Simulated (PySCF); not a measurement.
Computed shifts of a molecule C₂H₄N₂OSi, PBE/pcSseg-1 (PySCF), GIAO, gas phase, equivalent atoms averaged, in ppm (number of nuclei): ¹⁵N: 286.5 (1), 243.1 (1). ¹³C: 172.0 (1), 116.2 (1). ²⁹Si: -27.3 (1). ¹H: 8.37 (1), 5.31 (3). References: ¹⁵N against NH3 (σ = 267.0 ppm); ¹³C against TMS (σ = 182.0 ppm); ¹⁷O against H2O (σ = 334.3 ppm); ²⁹Si against TMS (σ = 335.4 ppm); ¹H against TMS (σ = 31.49 ppm), references at their B3LYP-D3(BJ)/def2-TZVP geometries, non-relativistic. Coordinates come from a B3LYP-D3(BJ)/def2-SVP optimisation. The values are those of a single conformer.

Q: Pick the molecule that these values belong to.
(A) C1=NC=N[SiH2]O1
(B) O[Si@H]1C=NC=N1
(C) N#C/N=C/O[SiH3]
(D) O[SiH]1N=CC=N1

A: C, N#C/N=C/O[SiH3]
